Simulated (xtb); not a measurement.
germylsilane (H6GeSi), singlet, geometry from GFN2-xTB; xtb with GFN0-xTB with ALPB(methanol).

Input for xtb:
```
$ xtb mol.xyz --gfn 0 --alpb methanol --json

# file mol.xyz
8

Si    -1.56704071     0.16693932     0.03758954
Ge     0.74957058    -0.07985294    -0.01798040
H     -2.14643979    -0.68810588     1.07390640
H     -1.92532104     1.55570653     0.32693199
H     -2.15072553    -0.20470937    -1.25157588
H      1.24574300    -1.41299042    -0.49700975
H      1.48093017     0.88627488    -0.90376928
H      1.44812445     0.08196777     1.30063566
```

It wrote (shortened):

```
   ID    Z sym.   atoms
    1   14 Si     1
    2   32 Ge     2
    3    1 H      3-8

           -------------------------------------------------
          |                Calculation Setup                |
           -------------------------------------------------

           -------------------------------------------------
          |                 G F N 0 - x T B                 |
           -------------------------------------------------

      * Solvation model:               ALPB
        Solvent                        methanol
        Parameter file                 internal GFN-FF/ALPB
        Dielectric constant                3.2700E+01
        Reference state                gsolv [1 M gas/solution]
        Free energy shift                  3.4169E-03 Eh       2.1442E+00 kcal/mol
        Temperature                        2.9815E+02 K
        Density                            7.9200E-01 kg/L
        Solvent mass                       3.2040E+01 g/mol
        Interaction kernel             P16
        Born radius scaling (c1)           1.7339E+00
        Born radii integrator          GBOBC
        Born offset                        0.0000E+00 a0       0.0000E+00 AA
        H-bond correction              true
        Ion screening                  false
        Surface tension                    1.0000E-05 Eh       1.5569E+01 dyn/cm
        Grid points                               230 per atom

          ...................................................
          :                      SETUP                      :
          :.................................................:
          :  # basis functions                  32          :
          :  # atomic orbitals                  30          :
          :  # shells                           18          :
          :  # electrons                        14          :
          :  electronic temp.          300.0000000     K    :
          :  accuracy                    1.0000000          :
          :  -> integral cutoff          0.2500000E+02      :
          :  -> integral neglect         0.1000000E-07      :
          ...................................................

         :::::::::::::::::::::::::::::::::::::::::::::::::::::
         ::                     SUMMARY                     ::
         :::::::::::::::::::::::::::::::::::::::::::::::::::::
         :: total energy              -7.300787623196 Eh    ::
         :: total w/o Gsasa/hb        -7.297717243924 Eh    ::
         :: gradient norm              0.017305442264 Eh/a0 ::
         :: HOMO-LUMO gap              4.853515015594 eV    ::
         ::.................................................::
         :: H0 energy                 -7.277371315055 Eh    ::
         :: repulsion energy           0.070123101752 Eh    ::
         :: electrostat energy        -0.092153793076 Eh    ::
         :: -> Gsolv                   0.000000000000 Eh    ::
         ::    -> Gsasa               -0.006487306423 Eh    ::
         ::    -> Gshift               0.003416927151 Eh    ::
         :: dispersion energy         -0.001385616816 Eh    ::
         :: short-range corr.          0.000000000000 Eh    ::
         :: add. restraining           0.000000000000 Eh    ::
         :: total charge              -0.000000000000 e     ::
         :::::::::::::::::::::::::::::::::::::::::::::::::::::

           -------------------------------------------------
          |                Property Printout                |
           -------------------------------------------------

    * Orbital Energies and Occupations

         #    Occupation            Energy/Eh            Energy/eV
      -------------------------------------------------------------
         1        2.0000           -0.6523251             -17.7507
         2        2.0000           -0.6142098             -16.7135
         3        2.0000           -0.4999277             -13.6037
         4        2.0000           -0.4999277             -13.6037
         5        2.0000           -0.4764854             -12.9658
         6        2.0000           -0.4764854             -12.9658
         7        2.0000           -0.4193247             -11.4104 (HOMO)
         8                         -0.2409613              -6.5569 (LUMO)
         9                         -0.2409613              -6.5569
        10                         -0.2180626              -5.9338
        11                         -0.1807161              -4.9175
        12                         -0.1807161              -4.9175
        13                         -0.1091879              -2.9712
        14                         -0.1091879              -2.9712
        15                         -0.1017357              -2.7684
        16                         -0.0981377              -2.6705
        17                         -0.0981377              -2.6705
        18                         -0.0480773              -1.3083
       ...                                ...                  ...
        30                          1.5010110              40.8446
      -------------------------------------------------------------
                  HL-Gap            0.1783634 Eh            4.8535 eV
             Fermi-level            0.0000000 Eh            0.0000 eV

     #   Z          covCN         q      C6AA      α(0)
     1  14 Si       3.692     0.358   142.373    22.059
     2  32 Ge       3.750     0.542   175.781    23.643
     3   1 H        0.918    -0.134     6.921     4.115
     4   1 H        0.918    -0.134     6.921     4.115
     5   1 H        0.918    -0.134     6.921     4.115
     6   1 H        0.938    -0.166     8.544     4.570
     7   1 H        0.938    -0.166     8.545     4.570
     8   1 H        0.938    -0.166     8.544     4.570

 Mol. C6AA /au·bohr⁶  :       1742.932262
 Mol. C8AA /au·bohr⁸  :      81561.645057
 Mol. α(0) /au        :         71.756131

Wiberg/Mayer (AO) data.
largest (>0.10) Wiberg bond orders for each atom

 ---------------------------------------------------------------------------
     #   Z sym  total        # sym  WBO       # sym  WBO       # sym  WBO
 ---------------------------------------------------------------------------
     1  14 Si   3.630 --     2 Ge   0.971     5 H    0.838     4 H    0.838
                             3 H    0.838
     2  32 Ge   3.876 --     1 Si   0.971     7 H    0.903     6 H    0.903
                             8 H    0.903
     3   1 H    0.909 --     1 Si   0.838
     4   1 H    0.909 --     1 Si   0.838
     5   1 H    0.909 --     1 Si   0.838
     6   1 H    0.970 --     2 Ge   0.903
     7   1 H    0.970 --     2 Ge   0.903
     8   1 H    0.970 --     2 Ge   0.903
 ---------------------------------------------------------------------------

Topologies differ in total number of bonds
Writing topology from bond orders to xtbtopo.mol

 dipole moment from electron density (au)
     X       Y       Z
  -0.4923   0.0524   0.0118  total (Debye):    1.259

           -------------------------------------------------
          | TOTAL ENERGY               -7.300787623196 Eh   |
          | GRADIENT NORM               0.017305442264 Eh/α |
          | HOMO-LUMO GAP               4.853515015594 eV   |
           -------------------------------------------------

normal termination of xtb
```
